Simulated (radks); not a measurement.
Question: The mean radii <r> (bohr) of the occupied orbitals of an atom or ion are listed with their occupations. Method: Dirac Kohn-Sham, LDA (Slater exchange, Perdew-Wang correlation), spin-unpolarised, spherical densities, point nucleus; computed with a radial shooting solver on a logarithmic mesh with Libxc functionals.

orbital  occ.     <r>
1s1/2       2  0.2710
2s1/2       1   1.286

Name the element and its charge. Open shells, if any, fill j = l - 1/2 first.

Answer: Z = 6, carbon, charge +3: C3+ in [He] 2s1. The 1s radius gives Z: for a bare nucleus <r> = (2 gamma + 1)/(2Z) with gamma = sqrt(1 - (Z/c)^2), 0.2498 bohr for Z = 6, and screening makes it slightly larger (0.2710 here). The occupations add up to 3, and the charge is Z minus that.
